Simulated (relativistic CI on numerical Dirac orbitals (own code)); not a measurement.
Method of calculation: Dirac-Coulomb-Breit CI, orbitals from a KLI potential per configuration, a model potential for QED, unscaled Slater integrals (own radial code, finite nucleus).

The strongest absorption lines from the ground level of an ion, among the configurations computed and to levels below about 11300 eV (vacuum wavelength in Å, gf): 1.1082 (0.093), 1.1453 (0.27), 1.2506 (0.51), 1.4236 (0.29), 1.4655 (0.16), 1.4700 (1.3), 1.6355 (2.4), 1.7834 (0.15).

(1) Which ion is it?
A. Er60+
B. Er56+
C. Er58+
D. Ta63+

Results:

(1) C. Er58+ has 10 electrons and the ground level 2s²2p⁶ ¹S0; the strongest line goes to 2s²2p⁵3d ¹P°1. The pattern of lines fixes the number of electrons, and along that sequence the line energies rise steadily with the charge (about as its square where n changes within one kind of shell, about linearly where n is kept but much faster in heavy ions where fine structure, which grows about as Z⁴, sets the gap, and irregularly where shells cross), which fixes Z. Configurations outside the model, such as inner-shell arrays, can give stronger lines. At this charge energies of transitions that change n are usually good to better than 1 %, and those within a shell (Δn = 0) to a few per cent.

LS names give the leading component of a level, which can be under half, so a name can repeat, a term be missing and a line seem to break the LS rules.
